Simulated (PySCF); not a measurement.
C₃H₇AlO₂ (SMILES C=[CH][Al]([OH])[O]C), singlet, at a GFN2-xTB geometry (such geometries of metal compounds can be far from the true shape), with bond 11-10 at 2.4 times its length; CASSCF(6,7)/STO-3G run with PySCF.

The PySCF input:
```python
from pyscf import gto, scf, mcscf
import numpy

mol = gto.M(
    atom='''
Al    0.22802626    0.46448795    0.35833426
C    -1.60028609    0.95936064   -0.22334597
C    -2.34579765    0.17910071   -0.99240863
H    -2.00589978    1.91211009    0.10363559
H    -3.34504136    0.44913024   -1.31103781
H    -1.98505753   -0.77664317   -1.34145455
O     1.01812266    1.54547346    1.31214400
H     1.51987135    2.12860418    1.86160046
O     0.82232935   -0.98981412   -0.15401745
C     1.27136298   -2.22489847   -0.61822315
H     0.95520131   -2.38121167   -3.21915602
H     2.33165781   -2.35598009   -0.38491508
H     0.70520787   -3.03218742   -0.14537467
''',
    basis='sto-3g',
    verbose=4,
)

mf = scf.RHF(mol)
mf.kernel()
mc = mcscf.CASSCF(mf, 7, 6)
mc.fix_spin_(ss=0.0)
mc.kernel()
occ = numpy.linalg.eigvalsh(mc.fcisolver.make_rdm1(mc.ci, mc.ncas, mc.nelecas))[::-1]
ss = mc.fcisolver.spin_square(mc.ci, mc.ncas, mc.nelecas)[0]
print('natural occupations', occ.round(4), ' <S^2>', round(ss, 4))
```

What the program printed (banner, timings and long lists left out):

```
PySCF version 2.14.0

[INPUT] verbose = 4
[INPUT] num. atoms = 13
[INPUT] num. electrons = 54
[INPUT] charge = 0
[INPUT] spin (= nelec alpha-beta = 2S) = 0
[INPUT] symmetry False subgroup None
[INPUT] Mole.unit = angstrom
[INPUT] Symbol           X                Y                Z      unit          X                Y                Z       unit  Magmom
[...]
nuclear repulsion = 269.458813197062
number of shells = 27
number of NR pGTOs = 123
number of NR cGTOs = 41
basis = sto-3g
ecp = {}

******** <class 'pyscf.scf.hf.RHF'> ********
method = RHF
initial guess = minao
damping factor = 0
level_shift factor = 0
DIIS = <class 'pyscf.scf.diis.CDIIS'>
diis_start_cycle = 1
diis_space = 8
diis_damp = 0
SCF conv_tol = 1e-09
SCF conv_tol_grad = None
SCF max_cycles = 50
direct_scf = True
direct_scf_tol = 1e-13
Set gradient conv threshold to 3.16228e-05
Initial guess from minao.
init E= -503.136735945902
[...]
cycle= 1 E= -502.45204323885  delta_E= 0.685  |g|= 0.697  |ddm|= 4.43
[...]
cycle= 2 E= -502.595897688444  delta_E= -0.144  |g|= 0.368  |ddm|= 1.51
[...]
cycle= 3 E= -502.643641694699  delta_E= -0.0477  |g|= 0.12  |ddm|= 0.786
[...]
cycle= 4 E= -502.651364237875  delta_E= -0.00772  |g|= 0.0387  |ddm|= 0.312
[...]
cycle= 5 E= -502.652152759343  delta_E= -0.000789  |g|= 0.00597  |ddm|= 0.0839
[...]
cycle= 6 E= -502.652173293026  delta_E= -2.05e-05  |g|= 0.00184  |ddm|= 0.0121
[...]
cycle= 7 E= -502.652176299048  delta_E= -3.01e-06  |g|= 0.000494  |ddm|= 0.00542
[...]
cycle= 8 E= -502.652176525001  delta_E= -2.26e-07  |g|= 0.000109  |ddm|= 0.00161
[...]
cycle= 9 E= -502.652176531253  delta_E= -6.25e-09  |g|= 3.42e-05  |ddm|= 0.000293
[...]
cycle= 10 E= -502.652176531753  delta_E= -4.99e-10  |g|= 1.03e-05  |ddm|= 6.1e-05
[...]
Extra cycle  E= -502.652176531797  delta_E= -4.42e-11  |g|= 6.26e-06  |ddm|= 2.62e-05
converged SCF energy = -502.652176531797

******** <class 'pyscf.mcscf.mc1step.CASSCF'> ********
CAS (3e+3e, 7o), ncore = 24, nvir = 10
max_cycle_macro = 50
max_cycle_micro = 4
conv_tol = 1e-07
conv_tol_grad = None
orbital rotation max_stepsize = 0.02
orbital rotation threshold for CI restart = 0.01
augmented hessian ah_max_cycle = 30
augmented hessian ah_conv_tol = 1e-12
augmented hessian ah_linear dependence = 1e-14
augmented hessian ah_level shift = 1e-08
augmented hessian ah_start_tol = 2.5
augmented hessian ah_start_cycle = 3
augmented hessian ah_grad_trust_region = 3
kf_trust_region = 3
kf_interval = 4
ci_response_space = 4
ci_grad_trust_region = 3
with_dep4 0
natorb = False
canonicalization = True
sorting_mo_energy = False
ao2mo_level = 2
internal_rotation = False
******** <class 'pyscf.fci.addons.SpinPenaltyFCISolver'> ********
max. cycles = 50
conv_tol = 1e-08
davidson only = True
linear dependence = 1e-12
level shift = 0.001
max iter space = 12
nroots = 1
pspace_size = 400
spin = None
CASCI E = -502.842206988309  S^2 = 0.0000000
Set conv_tol_grad to 0.000316228
macro iter   1 ( 21 JK    4 micro), CASSCF E = -502.863669332168  dE = -2.14623439e-02  S^2 = 0.0000000
               |grad[o]|=0.106  |grad[c]|=0.0258  |ddm|=0.101  |maxRot[o]|=0.225
macro iter   2 ( 21 JK    4 micro), CASSCF E = -502.872609924081  dE = -8.94059191e-03  S^2 = 0.0000000
               |grad[o]|=0.0461  |grad[c]|=0.0161  |ddm|=0.00783  |maxRot[o]|=0.218
macro iter   3 ( 21 JK    4 micro), CASSCF E = -502.874996808685  dE = -2.38688460e-03  S^2 = 0.0000000
               |grad[o]|=0.027  |grad[c]|=0.0116  |ddm|=0.0139  |maxRot[o]|=0.0967
macro iter   4 ( 21 JK    4 micro), CASSCF E = -502.876002569816  dE = -1.00576113e-03  S^2 = 0.0000000
               |grad[o]|=0.016  |grad[c]|=0.0114  |ddm|=0.0103  |maxRot[o]|=0.0533
macro iter   5 ( 21 JK    4 micro), CASSCF E = -502.876355119371  dE = -3.52549555e-04  S^2 = 0.0000000
               |grad[o]|=0.0121  |grad[c]|=0.0107  |ddm|=0.00803  |maxRot[o]|=0.0176
macro iter   6 ( 21 JK    4 micro), CASSCF E = -502.876451136545  dE = -9.60171742e-05  S^2 = 0.0000000
               |grad[o]|=0.0109  |grad[c]|=0.0104  |ddm|=0.0071  |maxRot[o]|=0.00789
macro iter   7 ( 21 JK    4 micro), CASSCF E = -502.876464521615  dE = -1.33850704e-05  S^2 = 0.0000000
               |grad[o]|=0.0105  |grad[c]|=0.0104  |ddm|=0.00679  |maxRot[o]|=0.00531
macro iter   8 ( 21 JK    4 micro), CASSCF E = -502.876461804431  dE =  2.71718466e-06  S^2 = 0.0000000
               |grad[o]|=0.0103  |grad[c]|=0.0105  |ddm|=0.00662  |maxRot[o]|=0.00475
macro iter   9 ( 21 JK    4 micro), CASSCF E = -502.877801427219  dE = -1.33962279e-03  S^2 = 0.0000000
               |grad[o]|=0.0102  |grad[c]|=0.00294  |ddm|=0.00612  |maxRot[o]|=0.048
macro iter  10 ( 12 JK    3 micro), CASSCF E = -502.879619689671  dE = -1.81826245e-03  S^2 = 0.0000000
               |grad[o]|=0.00901  |grad[c]|=0.000794  |ddm|=0.00631  |maxRot[o]|=0.082
macro iter  11 ( 21 JK    4 micro), CASSCF E = -502.879574961952  dE =  4.47277191e-05  S^2 = 0.0000000
               |grad[o]|=0.00638  |grad[c]|=0.00395  |ddm|=0.00352  |maxRot[o]|=0.0067
macro iter  12 ( 21 JK    4 micro), CASSCF E = -502.880156157578  dE = -5.81195626e-04  S^2 = 0.0000000
               |grad[o]|=0.00635  |grad[c]|=0.00185  |ddm|=0.00261  |maxRot[o]|=0.0355
macro iter  13 ( 18 JK    4 micro), CASSCF E = -502.880786873008  dE = -6.30715430e-04  S^2 = 0.0000000
               |grad[o]|=0.00496  |grad[c]|=0.000962  |ddm|=0.00124  |maxRot[o]|=0.0565
macro iter  14 ( 14 JK    4 micro), CASSCF E = -502.880867296307  dE = -8.04232991e-05  S^2 = 0.0000000
               |grad[o]|=0.00255  |grad[c]|=0.00161  |ddm|=0.00103  |maxRot[o]|=0.0137
macro iter  15 ( 13 JK    4 micro), CASSCF E = -502.880901357805  dE = -3.40614982e-05  S^2 = 0.0000000
               |grad[o]|=0.00205  |grad[c]|=0.00177  |ddm|=0.000537  |maxRot[o]|=0.00845
macro iter  16 ( 13 JK    4 micro), CASSCF E = -502.880889066978  dE =  1.22908273e-05  S^2 = 0.0000000
               |grad[o]|=0.00181  |grad[c]|=0.00153  |ddm|=0.000437  |maxRot[o]|= 0.02
[...]
               |grad[o]|=0.002  |grad[c]|=0.0014  |ddm|=0.00167  |maxRot[o]|=0.0249
macro iter  23 ( 10 JK    2 micro), CASSCF E = -502.882204318104  dE = -1.36554394e-06  S^2 = 0.0000000
               |grad[o]|=0.000256  |grad[c]|=0.000617  |ddm|=0.000365  |maxRot[o]|=0.00435
macro iter  24 (  4 JK    1 micro), CASSCF E = -502.882204840929  dE = -5.22824848e-07  S^2 = 0.0000000
               |grad[o]|=0.000113  |grad[c]|=0.0006  |ddm|=0.000184  |maxRot[o]|=0.0023
macro iter  25 (  3 JK    1 micro), CASSCF E = -502.882205363875  dE = -5.22945697e-07  S^2 = 0.0000000
               |grad[o]|=0.000104  |grad[c]|=0.000604  |ddm|=0.000178  |maxRot[o]|=0.0023
macro iter  26 (  3 JK    1 micro), CASSCF E = -502.882205900745  dE = -5.36870346e-07  S^2 = 0.0000000
               |grad[o]|=0.000103  |grad[c]|=0.000613  |ddm|=0.00018  |maxRot[o]|=0.00238
macro iter  27 (  3 JK    1 micro), CASSCF E = -502.882206461882  dE = -5.61136574e-07  S^2 = 0.0000000
               |grad[o]|=0.000107  |grad[c]|=0.000628  |ddm|=0.000184  |maxRot[o]|=0.00238
macro iter  28 (  3 JK    1 micro), CASSCF E = -502.882207058011  dE = -5.96128814e-07  S^2 = 0.0000000
               |grad[o]|=0.000108  |grad[c]|=0.000649  |ddm|=0.000189  |maxRot[o]|=0.00247
macro iter  29 (  3 JK    1 micro), CASSCF E = -502.882207701690  dE = -6.43679527e-07  S^2 = 0.0000000
               |grad[o]|=0.000112  |grad[c]|=0.000676  |ddm|=0.000197  |maxRot[o]|=0.00254
macro iter  30 (  3 JK    1 micro), CASSCF E = -502.882208407990  dE = -7.06300227e-07  S^2 = 0.0000000
               |grad[o]|=0.000117  |grad[c]|=0.000709  |ddm|=0.000206  |maxRot[o]|=0.00267
macro iter  31 (  3 JK    1 micro), CASSCF E = -502.882209195496  dE = -7.87506053e-07  S^2 = 0.0000000
               |grad[o]|=0.000122  |grad[c]|=0.000751  |ddm|=0.000218  |maxRot[o]|=0.00281
macro iter  32 (  3 JK    1 micro), CASSCF E = -502.882210090414  dE = -8.94917150e-07  S^2 = 0.0000000
               |grad[o]|=0.00013  |grad[c]|=0.000803  |ddm|=0.000233  |maxRot[o]|=0.00299
macro iter  33 (  3 JK    1 micro), CASSCF E = -502.882211128739  dE = -1.03832571e-06  S^2 = 0.0000000
               |grad[o]|=0.000139  |grad[c]|=0.000868  |ddm|=0.000251  |maxRot[o]|=0.0032
macro iter  34 (  3 JK    1 micro), CASSCF E = -502.882212359227  dE = -1.23048733e-06  S^2 = 0.0000000
               |grad[o]|=0.00015  |grad[c]|=0.000947  |ddm|=0.000275  |maxRot[o]|=0.0035
macro iter  35 (  3 JK    1 micro), CASSCF E = -502.882213851898  dE = -1.49267169e-06  S^2 = 0.0000000
               |grad[o]|=0.000164  |grad[c]|=0.00105  |ddm|=0.000304  |maxRot[o]|=0.00384
macro iter  36 (  3 JK    1 micro), CASSCF E = -502.882215711637  dE = -1.85973852e-06  S^2 = 0.0000000
               |grad[o]|=0.000181  |grad[c]|=0.00117  |ddm|=0.000342  |maxRot[o]|=0.00428
macro iter  37 (  3 JK    1 micro), CASSCF E = -502.882218097089  dE = -2.38545255e-06  S^2 = 0.0000000
               |grad[o]|=0.000204  |grad[c]|=0.00133  |ddm|=0.000391  |maxRot[o]|=0.00483
macro iter  38 (  3 JK    1 micro), CASSCF E = -502.882221257184  dE = -3.16009425e-06  S^2 = 0.0000000
               |grad[o]|=0.000232  |grad[c]|=0.00154  |ddm|=0.000456  |maxRot[o]|=0.00555
macro iter  39 (  3 JK    1 micro), CASSCF E = -502.882225604251  dE = -4.34706777e-06  S^2 = 0.0000000
               |grad[o]|=0.000269  |grad[c]|=0.00181  |ddm|=0.00054  |maxRot[o]|=0.00647
macro iter  40 (  3 JK    1 micro), CASSCF E = -502.882231843697  dE = -6.23944590e-06  S^2 = 0.0000000
               |grad[o]|=0.000323  |grad[c]|=0.00219  |ddm|=0.000642  |maxRot[o]|=0.00774
macro iter  41 (  3 JK    1 micro), CASSCF E = -502.882241281566  dE = -9.43786824e-06  S^2 = 0.0000000
               |grad[o]|=0.000388  |grad[c]|=0.00271  |ddm|=0.000787  |maxRot[o]|=0.00946
macro iter  42 (  3 JK    1 micro), CASSCF E = -502.882256434641  dE = -1.51530753e-05  S^2 = 0.0000000
               |grad[o]|=0.000484  |grad[c]|=0.00346  |ddm|=0.001  |maxRot[o]|=0.0119
macro iter  43 (  3 JK    1 micro), CASSCF E = -502.882282712971  dE = -2.62783301e-05  S^2 = 0.0000000
               |grad[o]|=0.000618  |grad[c]|=0.00461  |ddm|=0.00132  |maxRot[o]|=0.0156
macro iter  44 ( 16 JK    4 micro), CASSCF E = -502.883466436287  dE = -1.18372332e-03  S^2 = 0.0000000
               |grad[o]|=0.000832  |grad[c]|=0.0268  |ddm|=0.0134  |maxRot[o]|=0.211
macro iter  45 ( 12 JK    3 micro), CASSCF E = -502.885736287382  dE = -2.26985109e-03  S^2 = 0.0000000
               |grad[o]|=0.00604  |grad[c]|=0.0173  |ddm|=0.0129  |maxRot[o]|=0.143
macro iter  46 ( 21 JK    4 micro), CASSCF E = -502.887336320706  dE = -1.60003332e-03  S^2 = 0.0000000
               |grad[o]|=0.0063  |grad[c]|=0.00984  |ddm|=0.00711  |maxRot[o]|=0.311
macro iter  47 ( 21 JK    4 micro), CASSCF E = -502.888487746240  dE = -1.15142553e-03  S^2 = 0.0000000
               |grad[o]|=0.00568  |grad[c]|=0.0091  |ddm|=0.00835  |maxRot[o]|=0.312
macro iter  48 ( 19 JK    4 micro), CASSCF E = -502.889110545700  dE = -6.22799460e-04  S^2 = 0.0000000
               |grad[o]|=0.00407  |grad[c]|=0.00344  |ddm|=0.00249  |maxRot[o]|=0.229
macro iter  49 ( 11 JK    3 micro), CASSCF E = -502.889142890733  dE = -3.23450330e-05  S^2 = 0.0000000
               |grad[o]|=0.0013  |grad[c]|=0.000624  |ddm|=0.00124  |maxRot[o]|=0.0588
macro iter  50 (  4 JK    1 micro), CASSCF E = -502.889143247737  dE = -3.57004240e-07  S^2 = 0.0000000
               |grad[o]|=0.000153  |grad[c]|=0.000169  |ddm|=5.27e-05  |maxRot[o]|=0.00391
1-step CASSCF not converged,  50 macro (594 JK 132 micro) steps
CASSCF canonicalization
Density matrix diagonal elements [1.98264158 1.89582486 1.2970563  0.69783869 0.07719183 0.00212182
 0.04732492]
CASSCF energy = -502.889143247737
CASCI E = -502.889143247737  E(CI) = -7.12950105667335  S^2 = 0.0000000
natural occupations [1.9830e+00 1.8960e+00 1.3008e+00 6.9920e-01 1.0350e-01 1.6600e-02
 9.0000e-04]  <S^2> 0.0
```

The run did not converge; its last values are not results.
